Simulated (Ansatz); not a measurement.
## Molecular dynamics of CH8O2Si2

Input file:

```yaml
crystal:
  periodic: [false, false, false]
  atoms:
    - { symbol: Si, position_ang: [-0.016216, -0.120935, 0.047586] }
    - { symbol: O, position_ang: [-0.073054, 0.087795, 1.751273] }
    - { symbol: C, position_ang: [-1.035299, -0.533387, 2.619727] }
    - { symbol: H, position_ang: [-1.146163, -1.605046, 2.404462] }
    - { symbol: H, position_ang: [-0.675045, -0.41357, 3.642486] }
    - { symbol: H, position_ang: [-2.015618, -0.051802, 2.528304] }
    - { symbol: H, position_ang: [1.231847, 0.589912, -0.364429] }
    - { symbol: O, position_ang: [-1.351421, 0.539199, -0.728082] }
    - { symbol: Si, position_ang: [-2.557137, 1.609534, -1.242271] }
    - { symbol: H, position_ang: [-3.715471, 1.56871, -0.281267] }
    - { symbol: H, position_ang: [-2.023055, 3.016567, -1.311233] }
    - { symbol: H, position_ang: [-3.025114, 1.193604, -2.608591] }
    - { symbol: H, position_ang: [-0.016653, -1.591682, -0.270364] }
basis:
  gaussian: { orbitals: "6-31G" }
hamiltonian:
  xc: pbe0
  dispersion: d4
md:
  timestep: 2.5
  n_steps: 40
  ensemble: nve
  temperature: 700.0
  initial_velocities: maxwell_boltzmann
  seed: 480541
```

Launched with:

```bash
$ ansatz run input.yaml --threads 1 --pin off --max-ram 2048MiB --backend cpu --events-out ev --progress --plain --runs-dir out
```

It starts from a relaxed structure.

Output, in part (step lines, the closing report, with atoms numbered from 0):

```
md step     0: t =     0.00 fs  T =   700.0 K  F+E_penalty+E_count = -21001.72349125 eV  E_kin = 0.995302 eV  conserved = -21000.72818926 eV  (26 SCF iters)
[... lines left out ...]
Total energy: -21000.88937550 eV, -771.7684496355 hartree
Atom 0 at    -0.056003    -0.099264    -0.043549 Å, force    -1.568753     0.911693     1.067122 eV/Å
Atom 1 at    -0.143950     0.197705     1.655050 Å, force    -0.398443    -0.222668     0.758148 eV/Å
Atom 2 at    -0.975203    -0.460239     2.670275 Å, force    -2.264403     4.513280    -0.297309 eV/Å
Atom 3 at    -0.557003    -1.309405     3.018954 Å, force     1.496635    -3.359243     0.767266 eV/Å
Atom 4 at    -1.060951     0.219217     3.592362 Å, force     0.435226    -0.501732    -1.417450 eV/Å
Atom 5 at    -2.053402    -0.587007     2.363138 Å, force     1.113353    -0.179355    -0.156545 eV/Å
Atom 6 at     0.735294     0.960906    -0.643100 Å, force     1.054090     0.411599    -0.079210 eV/Å
Atom 7 at    -1.572279     0.201735    -0.752118 Å, force    -0.170459    -0.516503     0.144144 eV/Å
Atom 8 at    -2.400168     1.646642    -1.126324 Å, force    -2.065863    -1.754836    -0.262976 eV/Å
Atom 9 at    -3.905195     1.401693    -1.489922 Å, force     0.940307    -0.038215     0.227720 eV/Å
Atom 10 at    -2.422326     2.485351     0.030676 Å, force     0.169152     1.148462     1.047398 eV/Å
Atom 11 at    -1.757246     2.107531    -2.304819 Å, force     0.753632     1.060233    -1.315051 eV/Å
Atom 12 at     0.285264    -1.469154    -0.212812 Å, force     0.505525    -1.472714    -0.483257 eV/Å
Dipole moment:     0.001327    -0.003942     0.039071 e Å
```

The steps, from the saved trajectory:

| time (fs) | T (K) | potential energy less start (eV) | conserved less start (meV/atom) |
| --- | --- | --- | --- |
| 0 | 700 | 0.000 | 0.00 |
| 2.5 | 447 | 0.516 | 12.08 |
| 5 | 347 | 0.618 | 8.97 |
| 7.5 | 395 | 0.566 | 10.22 |
| 10 | 335 | 0.613 | 7.29 |
| 12.5 | 293 | 0.722 | 11.02 |
| 15 | 448 | 0.406 | 3.73 |
| 17.5 | 331 | 0.702 | 13.62 |
| 20 | 428 | 0.529 | 10.96 |
| 22.5 | 559 | 0.289 | 6.81 |
| 25 | 408 | 0.535 | 9.21 |
| 27.5 | 356 | 0.649 | 12.32 |
| 30 | 452 | 0.502 | 11.42 |
| 32.5 | 316 | 0.743 | 15.12 |
| 35 | 299 | 0.730 | 12.30 |
| 37.5 | 377 | 0.575 | 8.85 |
| 40 | 285 | 0.814 | 17.27 |
| 42.5 | 403 | 0.603 | 13.92 |
| 45 | 473 | 0.468 | 11.19 |
| 47.5 | 323 | 0.717 | 13.91 |
| 50 | 387 | 0.619 | 13.32 |
| 52.5 | 500 | 0.416 | 10.14 |
| 55 | 357 | 0.673 | 14.30 |
| 57.5 | 322 | 0.671 | 10.24 |
| 60 | 258 | 0.779 | 11.58 |
| 62.5 | 207 | 0.861 | 12.26 |
| 65 | 345 | 0.649 | 11.11 |
| 67.5 | 442 | 0.477 | 8.40 |
| 70 | 367 | 0.661 | 14.36 |
| 72.5 | 471 | 0.438 | 8.72 |
| 75 | 420 | 0.542 | 10.99 |
| 77.5 | 290 | 0.717 | 10.28 |
| 80 | 242 | 0.841 | 14.60 |
| 82.5 | 254 | 0.818 | 14.17 |
| 85 | 268 | 0.832 | 16.73 |
| 87.5 | 434 | 0.483 | 8.11 |
| 90 | 358 | 0.727 | 18.55 |
| 92.5 | 367 | 0.723 | 19.20 |
| 95 | 420 | 0.660 | 20.16 |
| 97.5 | 449 | 0.494 | 10.56 |
| 100 | 318 | 0.834 | 22.40 |

All steps were run. The conserved energy wandered by up to 22.4 meV per atom (net 22.4 meV per atom), which is poor conservation. Over the second half the temperature averaged 0.51 of the 700 K drawn at the start: a run that starts near a minimum puts about half its kinetic energy into the potential. A step of 2.5 fs is long for free X–H stretches (periods near 10 fs) and can bias their spread and the temperature. A run of 0.1 ps of so small a system gives no equilibrium averages. Limits of this set-up: no polarisation functions.

The same pairs are bonded in the first frame and the last. Pairs count as bonded within 1.25 times the sum of covalent radii (0.12 Å more for H–H).

Last frame:

```xyz
13
Properties=species:S:1:pos:R:3
Si -0.056 -0.099 -0.043
O -0.144 0.198 1.655
C -0.975 -0.460 2.670
H -0.557 -1.309 3.019
H -1.061 0.219 3.592
H -2.053 -0.587 2.363
H 0.735 0.961 -0.643
O -1.572 0.202 -0.752
Si -2.400 1.647 -1.126
H -3.905 1.402 -1.490
H -2.422 2.485 0.031
H -1.757 2.107 -2.305
H 0.285 -1.469 -0.213
```

Time of the run: 3.4 min on 1 thread of Arm Neoverse V1, with other jobs on the host, peak memory 0.15 GiB.
